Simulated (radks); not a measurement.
Problem. Ce42+, configuration [Ne] 3s2 3p4. Calculated with a radial shooting solver on a logarithmic mesh with Libxc functionals: scalar-relativistic Kohn-Sham, PBEsol, spin-polarised, spherical densities, finite nucleus; open shells are filled with parallel spins first (spin-orbit coupling, left out, can overturn this in heavy ions); Fermi nuclear charge, rms radius 4.8771 fm. Some entries of the table are withheld. Estimate them.

| orbital | occ. | eigenvalue (hartree) | <r^2> (bohr^2) | r(max) (bohr) |
|---|---|---|---|---|
| 1s up | 1 | -1574.476 | 0.0008210 | 0.01575 |
| 1s down | 1 | -1574.277 | 0.0008209 | 0.01575 |
| 2s up | 1 | -328.5614 | 0.01274 | 0.08861 |
| 2s down | 1 | -328.4112 | 0.01273 | 0.08862 |
| 2p up | 3 | -304.7433 | 0.01009 | 0.07121 |
| 2p down | 3 | -304.5372 | 0.01009 | 0.07124 |
| 3s up | 1 | (1) | (2) | 0.2398 |
| 3s down | 1 | (3) | (4) | 0.2399 |
| 3p up | 3 | -120.2866 | 0.07014 | 0.2316 |
| 3p down | 1 | -119.7157 | 0.07030 | 0.2316 |
| 3d up | 0 | -111.9575 | 0.05466 | 0.1844 |
| 3d down | 0 | -111.4703 | 0.05463 | 0.1838 |
| 4s up | 0 | (5) | 0.2557 | 0.4803 |
| 4s down | 0 | (6) | 0.2566 | 0.4811 |

Solution. 
(1) 3s up eigenvalue (hartree): -127.6709
(2) 3s up <r^2> (bohr^2): 0.07317
(3) 3s down eigenvalue (hartree): -127.1058
(4) 3s down <r^2> (bohr^2): 0.07334
(5) 4s up eigenvalue (hartree): -66.75140
(6) 4s down eigenvalue (hartree): -66.55106
